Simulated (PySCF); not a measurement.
**[TmH2]+ at several levels of theory**

Computed with PySCF 2.14.0 (density fitting, no spin-orbit coupling) at the geometry relaxed with PBE0:

```xyz
3
[TmH2]+ (singlet in the valence; each metal's 4f electrons, 12 of them, lie in its core potential, out of spins and levels)
Tm    0.0000    0.0000   -0.1921
H     1.4874    0.0000    0.9587
H    -1.4874    0.0000    0.9587
```

```
level                                    basis    state  HOMO (eV)  gap (eV)  charge on Tm1 (e)  population of f-type functions on Tm1 (polarisation alone where 4f lies in the core)  dipole about the centre of mass (D)  largest force component (eV/Å)
 PBE0    Tm lcecp-1-SVP with ECP58, H def2-SVP  singlet     -12.90      4.92               1.16                                                                                  0.01                                 4.32                            0.00
wB97X                                 the same  singlet     -15.22      9.43               1.18                                                                                  0.01                                 4.80                            0.06
 PBE0  Tm lcecp-1-TZVP with ECP58, H def2-TZVP  singlet     -12.90      4.94               1.21                                                                                  0.01                                 4.39                            0.07
```

In the lcecp rows the 4f levels are missing from HOMO and gap, and the state counts the valence alone.

Charges are Mulliken's, which hang on the basis. The relaxation used the grid (50, 194), these runs (75, 302) or, all-electron (x2c bases, spin-free X2C Hamiltonian), (99, 590).

Q: What does TPSSh with Tm lcecp-1-SVP with ECP58, H def2-SVP give here?

A: state singlet, HOMO (eV) -12.34, gap (eV) 4.04, charge on Tm1 (e) 1.22, population of f-type functions on Tm1 (polarisation alone where 4f lies in the core) 0.01, dipole about the centre of mass (D) 4.39, largest force component (eV/Å) 0.04. Time: 2.6 s on 2 threads of Arm Neoverse V1 (shared host), from an already converged density.

In the first row's basis the gap widens with exact exchange: 4.0 to 4.9 eV for TPSSh, PBE0 (a fixed share); 9.4 eV for wB97X (rising or full at long range).

An lcecp potential fixes the number of 4f electrons, so in runs with it no electron can move into or out of that shell.
